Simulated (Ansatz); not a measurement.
Geometry optimisation, RKS PBE-D4/def2-SVP (Ansatz).

Input file:

```yaml
crystal:
  periodic: [false, false, false]
  atoms:
    - { symbol: Al, position_ang: [0.006377, -1.059787, -0.016074] }
    - { symbol: O, position_ang: [1.627469, -0.284878, 0.219097] }
    - { symbol: O, position_ang: [-0.555407, -2.394516, 0.883213] }
    - { symbol: O, position_ang: [-0.988883, -0.337279, -1.229575] }
    - { symbol: H, position_ang: [0.63733, 1.537988, 1.135224] }
    - { symbol: O, position_ang: [-0.167269, 1.988791, 0.804116] }
    - { symbol: O, position_ang: [0.17379, 2.081204, -0.616305] }
    - { symbol: H, position_ang: [1.665622, 0.496907, -0.375572] }
    - { symbol: H, position_ang: [-0.038045, -2.80783, 1.591772] }
    - { symbol: H, position_ang: [-1.895829, -0.635528, -1.403586] }
    - { symbol: H, position_ang: [-0.465056, 1.415028, -0.99221] }
basis:
  gaussian: { orbitals: def2-SVP }
hamiltonian:
  xc: pbe
  dispersion: d4
relax:
  f_tol: 0.03
  max_steps: 50
```

Command:

```bash
$ ansatz run input.yaml --threads 2 --pin off --max-ram 3072MiB --backend cpu --events-out ev --progress --plain --runs-dir out
```

**Question.** Where does it end, and by what steps?

**Answer.** The run converged. After 26 steps the energy has fallen by 0.787 eV; H8 moved furthest, 1.53 Å. Joined: Al1–O6.

```json
{"step": "0", "energy less start (eV)": "0.0000", "largest force component (eV/Å)": "1.588", "accepted": "yes"}
{"step": "1", "energy less start (eV)": "-0.1245", "largest force component (eV/Å)": "0.796", "accepted": "yes"}
{"step": "2", "energy less start (eV)": "-0.2275", "largest force component (eV/Å)": "0.466", "accepted": "yes"}
{"step": "3", "energy less start (eV)": "-0.3457", "largest force component (eV/Å)": "0.778", "accepted": "yes"}
{"step": "4", "energy less start (eV)": "-0.4782", "largest force component (eV/Å)": "0.733", "accepted": "yes"}
{"step": "5", "energy less start (eV)": "-0.5719", "largest force component (eV/Å)": "0.510", "accepted": "yes"}
{"step": "6", "energy less start (eV)": "-0.6337", "largest force component (eV/Å)": "0.267", "accepted": "yes"}
{"step": "7", "energy less start (eV)": "-0.6730", "largest force component (eV/Å)": "0.651", "accepted": "yes"}
{"step": "8", "energy less start (eV)": "-0.7050", "largest force component (eV/Å)": "0.618", "accepted": "yes"}
{"step": "9", "energy less start (eV)": "-0.6742", "largest force component (eV/Å)": "0.590", "accepted": "no"}
{"step": "10", "energy less start (eV)": "-0.7271", "largest force component (eV/Å)": "0.230", "accepted": "yes"}
{"step": "11", "energy less start (eV)": "-0.7415", "largest force component (eV/Å)": "0.139", "accepted": "yes"}
{"step": "12", "energy less start (eV)": "-0.7425", "largest force component (eV/Å)": "0.783", "accepted": "yes"}
{"step": "13", "energy less start (eV)": "-0.6823", "largest force component (eV/Å)": "1.148", "accepted": "no"}
{"step": "14", "energy less start (eV)": "-0.7656", "largest force component (eV/Å)": "0.105", "accepted": "yes"}
{"step": "15", "energy less start (eV)": "-0.7696", "largest force component (eV/Å)": "0.305", "accepted": "yes"}
{"step": "16", "energy less start (eV)": "-0.7670", "largest force component (eV/Å)": "0.408", "accepted": "no"}
{"step": "17", "energy less start (eV)": "-0.7702", "largest force component (eV/Å)": "0.170", "accepted": "yes"}
{"step": "18", "energy less start (eV)": "-0.7790", "largest force component (eV/Å)": "0.147", "accepted": "yes"}
{"step": "19", "energy less start (eV)": "-0.7766", "largest force component (eV/Å)": "0.589", "accepted": "no"}
{"step": "20", "energy less start (eV)": "-0.7839", "largest force component (eV/Å)": "0.105", "accepted": "yes"}
{"step": "21", "energy less start (eV)": "-0.7853", "largest force component (eV/Å)": "0.058", "accepted": "yes"}
{"step": "22", "energy less start (eV)": "-0.7861", "largest force component (eV/Å)": "0.160", "accepted": "yes"}
{"step": "23", "energy less start (eV)": "-0.7860", "largest force component (eV/Å)": "0.099", "accepted": "no"}
{"step": "24", "energy less start (eV)": "-0.7868", "largest force component (eV/Å)": "0.049", "accepted": "yes"}
{"step": "25", "energy less start (eV)": "-0.7863", "largest force component (eV/Å)": "0.066", "accepted": "no"}
{"step": "26", "energy less start (eV)": "-0.7873", "largest force component (eV/Å)": "0.018", "accepted": "yes"}
```

```xyz
11
Properties=species:S:1:pos:R:3
Al 0.138 -0.558 -0.005
O 1.833 -0.171 -0.014
O -0.567 -1.886 0.834
O -0.816 -0.051 -1.400
H 0.801 1.581 0.728
O -0.110 1.222 0.876
O -0.966 2.075 0.057
H 2.538 -0.759 -0.320
H -0.153 -2.273 1.620
H -1.576 -0.590 -1.672
H -1.122 1.410 -0.705
```

Run time: 93 s on 2 threads of Intel(R) Xeon(R) Platinum 8259CL CPU @ 2.50GHz (Skylake/Cascade Lake), on a shared host, peak memory 0.17 GiB.
